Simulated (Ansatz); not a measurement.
Born–Oppenheimer molecular dynamics of CH6AlClN2 (11 atoms, charge 0, multiplicity 1). It starts at the highest image of a converged band. Of that band: The profile has 3 maxima (images 1, 3, 6) with wells between them (images 2, 4): this band takes more than one step, which may be the mechanism or a detour left from its start path. Neighbouring images differ by up to 1.7 eV, so the band resolves the path poorly. A vibrational analysis at the climbing image gives one clearly imaginary mode, 65i cm⁻¹: a first-order saddle point.

Level of theory: Ansatz, RKS PBE0-D4/def2-SVP.

```
ensemble                      : NVE (velocity Verlet)
time step                     : 0.5 fs
steps asked                   : 200
starting velocities drawn for : 300 K
seed                          : 9863
```

First frame:

```xyz
11
Properties=species:S:1:pos:R:3
Al 0.003 -0.040 1.115
N 1.666 -1.024 0.599
N -0.526 0.333 -0.422
C -1.500 0.947 -1.247
H 1.499 -0.889 -0.409
Cl -0.024 -0.096 3.233
H 1.712 -2.022 0.810
H 2.562 -0.609 0.858
H -2.514 0.505 -1.153
H -1.635 2.033 -1.059
H -1.242 0.863 -2.324
```

(1) How far do the bonds stretch over the last three quarters of this one trajectory? (Pairs bonded in most of those frames.)

Results:

(1) 
| bond | mean (Å) | spread (Å) | shortest | longest |
| --- | --- | --- | --- | --- |
| Al1–N2 | 1.998 | 0.032 | 1.94 | 2.05 |
| Al1–N3 | 1.669 | 0.014 | 1.64 | 1.69 |
| Al1–Cl6 | 2.120 | 0.045 | 2.06 | 2.19 |
| N2–H5 | 1.031 | 0.018 | 1.00 | 1.06 |
| N2–H7 | 1.022 | 0.013 | 1.00 | 1.04 |
| N2–H8 | 1.021 | 0.015 | 0.99 | 1.05 |
| N3–C4 | 1.419 | 0.013 | 1.40 | 1.45 |
| C4–H9 | 1.113 | 0.011 | 1.09 | 1.13 |
| C4–H10 | 1.115 | 0.027 | 1.07 | 1.15 |
| C4–H11 | 1.116 | 0.032 | 1.07 | 1.17 |

Mean temperature of the second half: 158 K. The conserved energy stayed within 0.21 meV per atom of its start (net change 0.13 meV per atom), so the integration is sound. A run of 0.1 ps of so small a system gives no equilibrium averages. The orbitals stay closed-shell, which can raise the energy where a bond breaks towards radicals; this wasn't checked here.

Time of the run: 6 min on 2 threads of Intel(R) Xeon(R) 6975P-C (Granite Rapids) (shared host), peak memory 0.27 GiB.
